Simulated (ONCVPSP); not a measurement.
Before and after: ONCV potential for Ar

ONCVPSP 4.0.1 input, shortened (lines: element, Z, core and valence counts, functional; n l f; lmax; l rc ep ncon nbas qcut; lloc lpopt rc5 dvloc0; l nproj debl; icmod fcfact rcfact), PBE, scalar-relativistic:

```
  Ar 18.00    3    2        4      upf
    1    0    2.00
    2    0    2.00
    2    1    6.00
    3    0    2.00
    3    1    6.00
    1
    0    1.25    0.00    4    8    5.00
    1    1.45    0.00    4    9    4.70
    4    5    0.95    1.00
    0    2    1.80
    1    2    1.20
    3    3.50    1.50
```

Change: p: qcut 2.6.

Cutoffs: the cutoffs (Ha) at which the residual kinetic energy of the hardest occupied pseudo-wave falls to 1 and 0.1 mHa per electron; they do not see the model core or the augmentation charge, which bear on the density cutoff. Errors are all-electron minus pseudo energies relative to the spin-unpolarised reference configuration.

How do hardness, ghosts and transferability respond?

The potential gets neither clearly harder nor softer (59 Ha and 107 Ha → 59 Ha and 107 Ha); the s channel sets the loose cutoff, while the largest relative change is in p, which becomes harder; of the 4 tests that both files solve, the error grows in 4 and shrinks in 0 by more than 15 % and 0.3 meV (median size 4.5 → 9.9 meV); neither file shows a bound ghost.

| quantity | base | changed |
| --- | --- | --- |
| cutoff, loose | 59 Ha | 59 Ha |
| cutoff, tight | 107 Ha | 107 Ha |
| loose cutoff by channel | s 59 Ha, p 9.1 Ha | s 59 Ha, p 20 Ha |
| bound ghosts | none | none |
| GHOST(+) flags under 300 eV | s at 228.2 eV | s at 228.2 eV |
| error for 3s2 3p5, meV [ΔE 16.06 eV] | -0.2 | +0.6 |
| error for 3s2 3p4, meV [ΔE 44.72 eV] | +6.3 | +12 |
| error for 3s2 3p3, meV [ΔE 87.30 eV] | +29 | +51 |
| error for 3s1 3p6, meV [ΔE 30.67 eV] | -2.6 | -7.6 |
| s: phases at 1.27 bohr within 0.05 rad from the reference energy up to (Ha; the scan ends near 5) | to the end of the scan | to the end of the scan |
| p: phases at 1.47 bohr within 0.05 rad from the reference energy up to (Ha; the scan ends near 5) | to the end of the scan | to the end of the scan |
| rms error of d²Exc/dni dnj with the model core, mHa | 1.15 | 1.23 |
